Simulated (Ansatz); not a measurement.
Born–Oppenheimer molecular dynamics of C₂H₆B₂FN (12 atoms, charge 0, multiplicity 1). It starts from a relaxed structure.

All numbers below come from Ansatz 0.2.0, RKS PBE0/6-31G.

- ensemble: NVE (Milne-controlled integrator)
- time step: 0.5 fs
- steps asked: 213
- starting velocities drawn for: 500 K
- seed: 325430

First frame:

```xyz
12
Properties=species:S:1:pos:R:3
B -2.486 -0.985 1.030
N -1.466 -0.546 0.266
C -0.487 -0.132 -0.433
B 0.864 0.301 0.214
C 2.059 0.774 -0.664
F 1.745 0.759 -2.071
H -2.571 -2.154 1.275
H -3.285 -0.196 1.448
H -0.602 -0.080 -1.521
H 0.996 0.274 1.402
H 2.370 1.796 -0.401
H 2.941 0.133 -0.511
```

(1) How far do the bonds stretch over the last three quarters of this one trajectory? (Pairs bonded in most of those frames.)

Results:

(1) 
| bond | mean (Å) | spread (Å) | shortest | longest |
| --- | --- | --- | --- | --- |
| B1–N2 | 1.350 | 0.026 | 1.30 | 1.40 |
| B1–H7 | 1.207 | 0.048 | 1.13 | 1.27 |
| B1–H8 | 1.209 | 0.055 | 1.12 | 1.29 |
| N2–C3 | 1.273 | 0.016 | 1.24 | 1.31 |
| C3–B4 | 1.561 | 0.029 | 1.50 | 1.61 |
| C3–H9 | 1.095 | 0.007 | 1.08 | 1.11 |
| B4–C5 | 1.556 | 0.024 | 1.52 | 1.60 |
| B4–H10 | 1.197 | 0.014 | 1.18 | 1.22 |
| C5–F6 | 1.444 | 0.019 | 1.41 | 1.48 |
| C5–H11 | 1.108 | 0.037 | 1.05 | 1.16 |
| C5–H12 | 1.101 | 0.010 | 1.08 | 1.12 |

Mean temperature of the second half: 244 K. The conserved energy stayed within 0.022 meV per atom of its start (net change -0.0033 meV per atom), so the integration is sound. The temperature averaged 0.49 of the 500 K drawn at the start: a run that starts near a minimum puts about half its kinetic energy into the potential. A run of 0.11 ps of so small a system gives no equilibrium averages. Limits of this set-up: no polarisation functions.

Run time: 12 min on 1 thread of Arm Neoverse V1, on a shared host, peak memory 0.14 GiB.
